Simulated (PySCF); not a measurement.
B(H)(Br)(vinyl) (C2H4BBr), SMILES C=CBBr. Geometry: B3LYP-D3(BJ)/def2-SVP. The structure was generated by enumeration, and PubChem lists no compound with its InChIKey, so it may never have been made. One conformer was computed; it need not be the lowest.

Computed with PySCF with B3LYP-D3(BJ)/def2-SVP.

Harmonic wavenumbers (cm⁻¹): 127, 187, 452, 474, 670, 835, 933, 1006, 1029, 1045, 1175, 1302, 1429, 1666, 2649, 3123, 3134, 3222. Rotational constants (GHz): 14.81, 2.368, 2.041; symmetry number 1.

Work out the zero-point energy and the ideal-gas rigid-rotor harmonic-oscillator thermochemistry at 298.15 K and 1 atm.

ZPE = ½ Σ hcν = ½ × 24459 cm⁻¹ = 146.30 kJ/mol. H − E(el) = 161.87 kJ/mol. Entropy in J/(mol K): translation 168.33, rotation 108.41, vibration 32.50, total 309.23. G − E(el) = 69.67 kJ/mol. Cp = 74.86 J/(mol K). Modes under 150 cm⁻¹ make the vibrational entropy uncertain.
